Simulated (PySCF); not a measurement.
A structure optimised at B3LYP-D3(BJ)/def2-SVP, used in a PySCF frequency run:

```xyz
3

Te     1.0052     0.4530     0.0000
Br    -0.8591     2.1773     0.0000
I     -0.4189    -1.8823     0.0000
```
Charge 0, spin multiplicity 1.

Write its SMILES, formula and point group.

Br[Te]I, BrITe, Cs

What are its rotational constants (standard atomic weights)?

2.4076, 0.59137, 0.47476 GHz
